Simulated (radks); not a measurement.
Values are calculated unless marked as measured or tabulated.
The potassium ion K+, 18 electrons, occupied as [Ar].

Code: a radial shooting solver on a logarithmic mesh with Libxc functionals. Model: non-relativistic Kohn-Sham, revTPSS, spin-polarised, spherical densities, point nucleus; meta-GGA in the generalised Kohn-Sham scheme.

Energy parts (eV):
part                      energy
total                 -16315.239
kinetic                16297.352
electron-nucleus      -38603.955
Hartree                 6892.538
exchange-correlation    -901.174

Orbitals (lengths in bohr, moments of r in powers of bohr):
| orbital | occ. | eigenvalue (eV) | <r^4> | <r^2> |
|---|---|---|---|---|
| 1s | 2 | -3522.513 | 0.0002039 | 0.008910 |
| 2s | 2 | -359.1041 | 0.05730 | 0.1794 |
| 2p | 6 | -286.5688 | 0.04916 | 0.1531 |
| 3s | 2 | -41.7934 | 5.792 | 1.876 |
| 3p | 6 | -25.0555 | 10.48 | 2.410 |

The highest occupied level is 3p at -25.056 eV. Virial ratio -V/T = 2.00110. Summed over all electrons, <r^2> = 19.51 bohr^2, which gives a Langevin (diamagnetic) susceptibility term of -15.5 x 10^-6 cm^3/mol. For comparison, the ionisation energy in NIST's Atomic Spectra Database is 31.625 eV (measured). In exact Kohn-Sham theory the highest level is minus the ionisation energy, but local and semilocal functionals leave it too shallow, through self-interaction and a potential that decays too fast; potentials with the right tail come closer.
